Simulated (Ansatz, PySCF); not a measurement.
Molecule: sum formula HBOF, charge 1, multiplicity 1. It need not be the lowest isomer of its formula. SMILES: [OH+]=BF
Structure (B3LYP-D3(BJ)/def2-TZVP (Ansatz, an electronic-structure program) minimum search):
```xyz
4

F     -1.2127     0.2744    -0.2794
B     -0.0313    -0.0029    -0.0216
O      1.1394    -0.2201     0.3170
H      1.9559    -0.6944     0.0867
```
Charge +1, spin multiplicity 1.

Property: vertical ionisation energy (to the doublet state of charge +2; each state is the SCF solution reached for its spin), in eV. Valence correlation only, unless marked. Open shells are spin-unrestricted. Spin-orbit coupling is left out. No relativistic terms. CBS(X,Y): correlation extrapolated as X^-3; Hartree-Fock from the larger set. [CCSD(T)-MP2]/basis is that difference in the basis named.

RI-MP2/CBS(aug-cc-pVTZ,aug-cc-pVQZ)+[CCSD(T)-MP2]/aug-cc-pVTZ (Ansatz) gives 23.17 eV.

**Question.** Another calculation gave 23.07 eV. Which level was it?
A. M06-2X/def2-TZVPD (PySCF)
B. BHLYP/def2-TZVPD (Ansatz)
C. PBE/def2-TZVPD (Ansatz)
D. CAM-B3LYP/def2-TZVPD (Ansatz)

**Answer.** D, CAM-B3LYP/def2-TZVPD (Ansatz). The others give 22.85 (BHLYP), 22.66 (PBE), 23.18 (M06-2X) eV.
